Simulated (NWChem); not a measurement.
System: CaF2; SMILES [F][Ca][F]

NWChem input:

```
start job
memory heap 200 mb stack 900 mb global 1100 mb
geometry units angstroms noautoz
  Ca     0.529138     0.049149    -0.084736
  F     -0.822742     1.088588    -0.901610
  F     -0.293500    -1.192267     1.080363
end
basis spherical
  * library def2-svp
end
dft
  xc xpbe96 cpbe96
  iterations 150
end
driver
  maxiter 150
end
task dft optimize
```

Excerpt of the output:

```
             Northwest Computational Chemistry Package (NWChem) 7.3.0
             --------------------------------------------------------

 C2V symmetry detected

                             Geometry "geometry" -> ""
                             -------------------------

 Output coordinates in angstroms (scale by  1.889725989 to convert to a.u.)

  No.       Tag          Charge          X              Y              Z
 ---- ---------------- ---------- -------------- -------------- --------------
    1 Ca                  20.0000     0.00000000     0.00000000     0.52376837
    2 F                    9.0000     1.53383617     0.00000000    -0.58196486
    3 F                    9.0000    -1.53383617     0.00000000    -0.58196486

 Effective nuclear repulsion energy (a.u.)     114.7231572029

      Symmetry information
      --------------------

 Group name             C2v
 Group number             16
 Group order               4
 No. of unique centers     2

  pbe96 is a nonlocal functional; adding pw91lda local functional.

                           NWChem Geometry Optimization
                           ----------------------------

 maximum gradient threshold         (gmax) =   0.000450
 rms gradient threshold             (grms) =   0.000300
 maximum cartesian step threshold   (xmax) =   0.001800
 rms cartesian step threshold       (xrms) =   0.001200
 fixed trust radius                (trust) =   0.300000
 source of zmatrix                         =

          -------------------
          Energy Minimization
          -------------------

 Using diagonal initial Hessian

          --------
          Step   0

                                 NWChem DFT Module
                                 -----------------

 Summary of "ao basis" -> "ao basis" (spherical)
 ------------------------------------------------------------------------------
       Tag                 Description            Shells   Functions and Types
 ---------------- ------------------------------  ------  ---------------------
 Ca                         def2-svp                10       24   5s3p2d
 F                          def2-svp                 6       14   3s2p1d

      Symmetry analysis of basis
      --------------------------

        a1         22
        a2          6
        b1         15
        b2          9

            General Information
            -------------------
          SCF calculation type: DFT
          Wavefunction type:  closed shell.
          No. of atoms     :     3
          No. of electrons :    38
           Alpha electrons :    19
            Beta electrons :    19
          Charge           :     0
          Spin multiplicity:     1
          Use of symmetry is: on ; symmetry adaption is: on
          Maximum number of iterations: 150
          AO basis - number of functions:    52
                     number of shells:    22
          Convergence on energy requested:  1.00D-06
          Convergence on density requested:  1.00D-05
          Convergence on gradient requested:  5.00D-04

              XC Information
              --------------
          PerdewBurkeErnzerhof Exchange Functional  1.000
            Perdew 1991 LDA Correlation Functional  1.000 local
           PerdewBurkeErnz. Correlation Functional  1.000 non-local

             Grid Information
             ----------------
          Grid used for XC integration:  medium
          Radial quadrature: Mura-Knowles
          Angular quadrature: Lebedev.
          Tag              B.-S. Rad. Rad. Pts. Rad. Cut. Ang. Pts.
          ---              ---------- --------- --------- ---------
          Ca                  1.80      112          11.0       590
          F                   0.50       49           7.0       434
          Grid pruning is: on
          Number of quadrature shells:   161
          Spatial weights used:  Erf1

      Superposition of Atomic Density Guess
      -------------------------------------

 Sum of atomic energies:        -875.24572668

      Non-variational initial energy
      ------------------------------

 Total energy =    -875.032783
 1-e energy   =   -1432.295305
 2-e energy   =     442.539364
 HOMO         =      -0.658203
 LUMO         =      -0.134371

      Symmetry analysis of molecular orbitals - initial
      -------------------------------------------------

  Numbering of irreducible representations:

     1 a1          2 a2          3 b1          4 b2

  Orbital symmetries:

     1 a1          2 a1          3 b1          4 a1          5 b1
     6 a1          7 b2          8 a1          9 b1         10 a1
    11 b2         12 a1         13 b1         14 a1         15 a2
    16 b2         17 b1         18 a1         19 b1         20 a1
    21 a1         22 b2         23 a1         24 b1         25 b2
    26 a2         27 a1         28 a1         29 b1

   convergence    iter        energy       DeltaE   RMS-Dens  Diis-err
 ---------------- ----- ----------------- --------- --------- ---------
 d= 0,ls=0.0,diis     1   -876.5596994249 -9.91D+02  8.31D-02  1.56D+00
 d= 0,ls=0.0,diis     2   -868.9246522613  7.64D+00  7.20D-02  7.47D+01
 d= 0,ls=0.0,diis     3   -876.7217333859 -7.80D+00  3.97D-03  5.19D-01
 d= 0,ls=0.0,diis     4   -876.7590577804 -3.73D-02  2.05D-03  2.91D-02
 d= 0,ls=0.0,diis     5   -876.7625107181 -3.45D-03  3.40D-04  7.72D-04
  Resetting Diis
 d= 0,ls=0.0,diis     6   -876.7625777400 -6.70D-05  6.92D-05  3.92D-05
 d= 0,ls=0.0,diis     7   -876.7625821851 -4.45D-06  2.84D-05  8.46D-07
 d= 0,ls=0.0,diis     8   -876.7625819784  2.07D-07  1.86D-05  3.19D-06
 d= 0,ls=0.0,diis     9   -876.7625822681 -2.90D-07  3.53D-06  1.25D-07

         Total DFT energy =     -876.762582268080
      One electron energy =    -1439.271525728728
           Coulomb energy =      504.663463832783
    Exchange-Corr. energy =      -56.877677575041
 Nuclear repulsion energy =      114.723157202905

 Numeric. integr. density =       38.000002932053

                  Occupations of the irreducible representations
                  ----------------------------------------------

                     irrep           alpha         beta
                     --------     --------     --------
                     a1                9.0          9.0
                     a2                1.0          1.0
                     b1                6.0          6.0
                     b2                3.0          3.0

                       DFT Final Molecular Orbital Analysis
                       ------------------------------------

 Vector   17  Occ=2.000000D+00  E=-2.595790D-01  Symmetry=b2
              MO Center=  1.1D-12,  1.4D-15, -5.5D-01, r^2= 2.8D+00
   Bfn.  Coefficient  Atom+Function         Bfn.  Coefficient  Atom+Function
  ----- ------------  ---------------      ----- ------------  ---------------
    29      0.446880  2 F  py                43      0.446880  3 F  py
    32     -0.312871  2 F  py                46     -0.312871  3 F  py
    13     -0.138652  1 Ca py                10      0.124295  1 Ca py
    16      0.103470  1 Ca d -1              21      0.078966  1 Ca d -1
     7     -0.037891  1 Ca py

 Vector   18  Occ=2.000000D+00  E=-2.547917D-01  Symmetry=a1
              MO Center=  3.7D-13, -3.3D-16, -5.3D-01, r^2= 2.9D+00
   Bfn.  Coefficient  Atom+Function         Bfn.  Coefficient  Atom+Function
  ----- ------------  ---------------      ----- ------------  ---------------
    28      0.448478  2 F  px                42     -0.448478  3 F  px
    31     -0.317549  2 F  px                45      0.317549  3 F  px
     3     -0.195505  1 Ca s                  4      0.190990  1 Ca s
    11      0.185645  1 Ca pz                 5     -0.117811  1 Ca s
    19      0.099046  1 Ca d  2              17      0.074472  1 Ca d  0

 Vector   19  Occ=2.000000D+00  E=-2.441323D-01  Symmetry=b1
              MO Center=  9.2D-14, -1.6D-16, -5.6D-01, r^2= 2.9D+00
   Bfn.  Coefficient  Atom+Function         Bfn.  Coefficient  Atom+Function
  ----- ------------  ---------------      ----- ------------  ---------------
    30      0.458020  2 F  pz                44     -0.458020  3 F  pz
    33     -0.329947  2 F  pz                47      0.329947  3 F  pz
     9      0.184458  1 Ca px                12     -0.083609  1 Ca px
    28      0.070200  2 F  px                42      0.070200  3 F  px
    23      0.058628  1 Ca d  1               6     -0.056589  1 Ca px

 Vector   20  Occ=0.000000D+00  E=-8.015249D-02  Symmetry=a1
              MO Center= -8.4D-15, -1.6D-15,  1.4D+00, r^2= 5.4D+00
   Bfn.  Coefficient  Atom+Function         Bfn.  Coefficient  Atom+Function
  ----- ------------  ---------------      ----- ------------  ---------------
     4      0.620795  1 Ca s                 14      0.411581  1 Ca pz
     5      0.382334  1 Ca s                  3     -0.377212  1 Ca s
    11     -0.192709  1 Ca pz                19     -0.165350  1 Ca d  2
    24     -0.110539  1 Ca d  2               2      0.071624  1 Ca s
    22      0.056104  1 Ca d  0               8      0.055793  1 Ca pz

 Vector   21  Occ=0.000000D+00  E=-6.509763D-03  Symmetry=b2
              MO Center= -1.4D-14, -1.0D-15,  1.2D+00, r^2= 3.5D+00
   Bfn.  Coefficient  Atom+Function         Bfn.  Coefficient  Atom+Function
  ----- ------------  ---------------      ----- ------------  ---------------
    13      0.689799  1 Ca py                16      0.511828  1 Ca d -1
    21      0.428178  1 Ca d -1              10     -0.275037  1 Ca py
     7      0.078248  1 Ca py

 Vector   22  Occ=0.000000D+00  E=-1.811753D-03  Symmetry=a1
              MO Center= -9.3D-15, -4.4D-16,  8.8D-01, r^2= 3.5D+00
   Bfn.  Coefficient  Atom+Function         Bfn.  Coefficient  Atom+Function
  ----- ------------  ---------------      ----- ------------  ---------------
    14      0.507354  1 Ca pz                17      0.465005  1 Ca d  0
    22      0.391316  1 Ca d  0              19      0.350386  1 Ca d  2
    24      0.289581  1 Ca d  2              11     -0.214683  1 Ca pz
     4     -0.120332  1 Ca s                  3      0.080645  1 Ca s
     8      0.061243  1 Ca pz                28     -0.045610  2 F  px

     Multipole analysis of the density
     ---------------------------------

     L   x y z        total         alpha         beta         nuclear
     -   - - -        -----         -----         ----         -------
     0   0 0 0     -0.000000    -19.000000    -19.000000     38.000000

     1   1 0 0      0.000000      0.000000      0.000000      0.000000
     1   0 1 0     -0.000000     -0.000000     -0.000000      0.000000
     1   0 0 1      2.552495      1.276248      1.276248      0.000000

     2   2 0 0    -25.936403    -88.581491    -88.581491    151.226579
     2   1 1 0      0.000000      0.000000      0.000000      0.000000
     2   1 0 1     -0.000000     -0.000000     -0.000000      0.000000
     2   0 2 0    -15.535053     -7.767527     -7.767527      0.000000
     2   0 1 1      0.000000      0.000000      0.000000      0.000000
     2   0 0 2    -15.528794    -28.446148    -28.446148     41.363502

            General Information
            -------------------
          SCF calculation type: DFT
          Wavefunction type:  closed shell.
          No. of atoms     :     3
          No. of electrons :    38
           Alpha electrons :    19
            Beta electrons :    19
          Charge           :     0
          Spin multiplicity:     1
          Use of symmetry is: on ; symmetry adaption is: on
          Maximum number of iterations: 150
          AO basis - number of functions:    52
                     number of shells:    22
          Convergence on energy requested:  1.00D-06
          Convergence on density requested:  1.00D-05
          Convergence on gradient requested:  5.00D-04

              XC Information
              --------------
          PerdewBurkeErnzerhof Exchange Functional  1.000
            Perdew 1991 LDA Correlation Functional  1.000 local
           PerdewBurkeErnz. Correlation Functional  1.000 non-local

             Grid Information
             ----------------
          Grid used for XC integration:  medium
          Radial quadrature: Mura-Knowles
          Angular quadrature: Lebedev.
          Tag              B.-S. Rad. Rad. Pts. Rad. Cut. Ang. Pts.
          ---              ---------- --------- --------- ---------
          Ca                  1.80      112          11.0       590
          F                   0.50       49           7.0       434
          Grid pruning is: on
          Number of quadrature shells:   161
          Spatial weights used:  Erf1

   convergence    iter        energy       DeltaE   RMS-Dens  Diis-err
 ---------------- ----- ----------------- --------- --------- ---------
 d= 0,ls=0.0,diis     1   -876.7639011693 -9.90D+02  2.91D-03  6.95D-03
 d= 0,ls=0.0,diis     2   -876.7659532639 -2.05D-03  4.91D-04  6.53D-04
 d= 0,ls=0.0,diis     3   -876.7659857832 -3.25D-05  2.58D-04  4.34D-04
 d= 0,ls=0.0,diis     4   -876.7660096971 -2.39D-05  1.25D-04  1.59D-04
 d= 0,ls=0.0,diis     5   -876.7660255185 -1.58D-05  6.40D-06  4.67D-07
 d= 0,ls=0.0,diis     6   -876.7660255584 -3.99D-08  7.16D-07  1.48D-09

         Total DFT energy =     -876.766025558447
      One electron energy =    -1435.866996861902
           Coulomb energy =      502.882785931095
    Exchange-Corr. energy =      -56.867890441865
 Nuclear repulsion energy =      113.086075814225

 Numeric. integr. density =       37.999994460242

                  Occupations of the irreducible representations
                  ----------------------------------------------

                     irrep           alpha         beta
                     --------     --------     --------
                     a1                9.0          9.0
                     a2                1.0          1.0
                     b1                6.0          6.0
                     b2                3.0          3.0

[...]

      ----------------------
      Optimization converged
      ----------------------

  Step       Energy      Delta E   Gmax     Grms     Xrms     Xmax
  ---- ---------------- -------- -------- -------- -------- --------
@    5    -876.77024975 -1.7D-07  0.00000  0.00000  0.00070  0.00168
                                     ok       ok       ok       ok

                         Geometry "geometry" -> "geometry"
                         ---------------------------------

 Output coordinates in angstroms (scale by  1.889725989 to convert to a.u.)

  No.       Tag          Charge          X              Y              Z
 ---- ---------------- ---------- -------------- -------------- --------------
    1 Ca                  20.0000     0.00000000     0.00000000     0.29039723
    2 F                    9.0000     1.82100368     0.00000000    -0.46527929
    3 F                    9.0000    -1.82100368     0.00000000    -0.46527929

 Effective nuclear repulsion energy (a.u.)     108.3944293388

      Symmetry information
      --------------------

 Group name             C2v
 Group number             16
 Group order               4
 No. of unique centers     2

 ==============================================================================
                                internuclear distances
 ------------------------------------------------------------------------------
       center one      |      center two      | atomic units |  angstroms
 ------------------------------------------------------------------------------
    2 F                |   1 Ca               |     3.72573  |     1.97157
    3 F                |   1 Ca               |     3.72573  |     1.97157
 ------------------------------------------------------------------------------
                         number of included internuclear distances:          2
 ==============================================================================
```

Level: PBE/def2-SVP.
